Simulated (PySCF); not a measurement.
## Ge²⁺ (germanium, charge +2) across methods

[Ar] 3d10 4s2, closed-shell 1S. All numbers are calculated (PySCF 2.14, scalar relativity by spin-free X2C-1e, in aug-cc-pVQZ-DK (8s7p5d3f2g, 93 functions)). The B2PLYP total includes its PT2 part (frozen core); its orbital energies are those of the SCF part.

```
   method  E (hartree)  mean ε 3p (eV)  mean ε 3d (eV)  mean ε 4s (eV)  Σ⟨r²⟩ (bohr²)   ⟨S²⟩
   r2SCAN    -2097.824         -139.07         -50.167         -29.515          19.57  0.000
  LC-wPBE    -2097.602         -141.82         -55.010         -33.225          19.58  0.000
   B2PLYP    -2097.438         -149.66         -57.083         -31.225          19.70  0.000
     PBE0    -2097.595         -142.54         -53.220         -30.254          19.61  0.000
      UHF  -2096.22425         -161.68         -63.505         -32.450          19.82  0.000
      PBE    -2097.571         -135.75         -49.429         -29.216          19.61  0.000
     BLYP    -2097.975         -135.57         -49.353         -29.296          19.64  0.000
CAM-B3LYP    -2097.994         -143.17         -54.578         -31.931          19.64  0.000
```

Task: Estimate the same row for LDA.

Result: E (hartree) = -2094.555; mean ε 3p (eV) = -135.64; mean ε 3d (eV) = -49.819; mean ε 4s (eV) = -29.601; Σ⟨r²⟩ (bohr²) = 19.55; ⟨S²⟩ = 0.000.
